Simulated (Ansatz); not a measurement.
Ideal-gas functions of `[OH][W]([OH])([OH])(=[S])[Cl]` at 600 K and 1 bar, from an Ansatz frequency run at PBE0-D4/def2-TZVP.

Molar mass 302.38 g/mol, point group Cs (symmetry number 1), electronic degeneracy 1, moments of inertia 260.663, 376.479, 410.475 u Å². Harmonic wavenumbers (cm⁻¹, unscaled): 69, 84, 181, 203, 222, 242, 245, 313, 336, 367, 376, 555, 576, 656, 659, 719, 747, 796, 3882, 3883, 3902.

Use S(trans) = R[1.5 ln M + 2.5 ln T − 1.1517]; rotational temperatures θ = 24.2544 K / I; S(rot) = R[ln(√π/σ · √(T³/θAθBθC)) + 1.5]; for each mode x = 1.438777 ν̃/T, S = R[x/(eˣ − 1) − ln(1 − e⁻ˣ)] and H = RT x/(eˣ − 1); 1 cm⁻¹ = 0.0119627 kJ/mol; R = 8.31446 J/(mol·K).

**Question.** By hand: the entropy, in J/(mol·K).

**Answer.** Translation 194.6. Rotation: θ = 0.093, 0.0644, 0.0591 K, giving 130.0. Vibration, mode by mode: 23.28, 21.65, 15.32, 14.38, 13.65, 12.95, 12.86, 10.89, 10.33, 9.64, 9.45, 6.53, 6.26, 5.36, 5.32, 4.74, 4.50, 4.10, 0.01, 0.01, 0.01, in all 191.2. Electronic 0.0. Sum 515.8 J/(mol·K).

**Question.** By hand: H − E and G − E in kJ/mol, counted from the electronic energy.

**Answer.** Zero-point energy ½ × 19013 × 0.0119627 = 113.7; thermal vibration 55.0; translation, rotation and pV give 4 RT = 20.0. H − E = 188.7 kJ/mol, and G − E = 188.7 − 600 × 515.8/1000 = -120.8 kJ/mol.

Vibration gives 37 % of the entropy, 44.9 J/(mol·K) of it from the modes under 150 cm⁻¹: soft modes count most, and the harmonic formula is weakest for them. The sum counts one conformer and one mirror image; others add a mixing term.
